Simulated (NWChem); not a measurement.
Isomers of Si2NH5F2, each optimised at B3LYP/6-31G* with NWChem, gas phase unless a solvent is named. Flexible species stand in one conformer each, which need not be the lowest. Pople sets run with spherical d functions.

A: N[SiH2][SiH](F)F
B: N[Si](F)(F)[SiH3]
C: F[SiH2][Si@H](F)N
D: F[SiH](F)N[SiH3]

Rank them by orbital gap (eV), B3LYP/6-31G*, lowest first.

A (6.34), C (7.07), B (7.78), D (8.01)
